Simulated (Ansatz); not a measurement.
Reactions of Cl₂H₅NO₂Si₂ (`O[Si](O)(Cl)N[SiH2]Cl`).

Computed with Ansatz on PBE0-D4/def2-TZVP structures; ΔE is electronic, products minus reactants. CBS: MP2 limit from def2 TZ/QZ plus the TZ coupled-cluster correction, frozen cores. This one scheme is used for every species, atoms too. No spin–orbit coupling; open shells (•) take unrestricted orbitals. Spin–orbit coupling would lower the free atoms: a little for Cl, O, Si. Bonds to Ge are less sure, by a few kJ/mol each and by 10 to 20 or more in all where they break to atoms, as the def2 sets lack core-valence functions. Scalar relativity is left out up to krypton. Each species was taken in one conformer, which may not be the lowest.

| reaction | HF/CBS(def2) (kcal/mol) |
| --- | --- |
| `O[Si](O)(Cl)N[SiH2]Cl` + H₂ → `O[SiH](O)N[SiH2]Cl` + HCl | 18.4 |
| `O[Si](O)(Cl)N[SiH2]Cl` → `O[SiH](O)N[SiH](Cl)Cl` | 2.3 |
| `O[Si](O)(Cl)N[SiH2]Cl` → `O[Si@@H](Cl)N[Si@@H](O)Cl` | 0.5 |
| `O[Si](O)(Cl)N[SiH2]Cl` + `O[SiH2][SiH](F)Cl` → `O[Si](O)(Cl)[SiH](F)Cl` + `O[SiH2]N[SiH2]Cl` | 1.1 |
| `O[Si](O)(Cl)N[SiH2]Cl` + `C=CF` → `O[SiH](O)N[SiH2]Cl` + `F/C=C/Cl` | 45.8 |
| `O[Si](O)(Cl)N[SiH2]Cl` + H–F → `O[Si](O)(F)N[SiH2]Cl` + HCl | -17.8 |
| `O[Si](O)(Cl)N[SiH2]Cl` → `O[SiH2]N[Si](O)(Cl)Cl` | 4.7 |
| `O[Si](O)(Cl)N[SiH2]Cl` → `[NH][SiH2]Cl`• + `O[Si](O)Cl`• | 97.1 |
| `O[Si](O)(Cl)N[SiH2]Cl` → 2 Cl• + 5 H• + N• + 2 O• + 2 Si• | 763.2 |
| `O[Si](O)(Cl)N[SiH2]Cl` + `[CH3][GeH2][Cl]` → `O[Si](O)(Cl)[GeH2][Cl]` + `CN[SiH2]Cl` | 36.5 |

**Question.** Give the CCSD(T)/CBS values in the same order. (An estimate is asked.)

**Answer.** The calculation gave: 21.7, 2.0, 0.6, 1.5, 44.2, -11.9, 3.3, 128.2, 1074.9, 35.5 kcal/mol.

Largest T1 diagnostic: 0.014, for `O[Si](O)Cl`•.
